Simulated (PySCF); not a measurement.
**LC-wPBE on Ru+ (ruthenium, charge +1)**

Configuration: [Kr] 4d7, high-spin 4F determinant. All numbers are calculated (PySCF 2.14, scalar relativity by spin-free X2C-1e, in x2c-TZVPPall).

```
Total energy                        : -4529.63 hartree
One-electron energy                 : -6234.17 hartree
Hartree (Coulomb) energy            : 1838.79 hartree
Exchange-correlation energy         : -134.25 hartree
⟨S²⟩                                : 3.7520
⟨L²⟩                                : 12.017
Sum of ⟨r⟩                          : 28.37 bohr
Sum of ⟨r²⟩                         : 37.09 bohr²
Langevin diamagnetic susceptibility : -29.4 ×10⁻⁶ cm³/mol
```

```tsv
shell	electrons	mean orbital energy (hartree)	spread (hartree)	rms radius, mean of both spins (bohr)
1s β	1	-805.43795	0	0.0384
1s α	1	-805.43758	0	0.0384
2s α	1	-116.24292	0	0.158
2s β	1	-116.22869	0	0.158
2p α	3	-104.18630	0	0.140
2p β	3	-104.17582	0	0.140
3s α	1	-20.86769	0	0.431
3s β	1	-20.86076	0	0.431
3p α	3	-16.90080	0	0.434
3p β	3	-16.89274	0	0.434
3d α	5	-10.50057	0.00938	0.420
3d β	5	-10.48763	0.00068	0.420
4s α	1	-3.31501	0	1.09
4s β	1	-3.24213	0	1.09
4p α	3	-2.21501	0	1.22
4p β	3	-2.12167	0	1.22
4d α	5	-0.64826	0.03055	1.79
4d β	2	-0.58732	0	1.79
```

Densities and radii are taken from the X2C orbitals without a picture-change correction, which distorts them close to the nucleus.
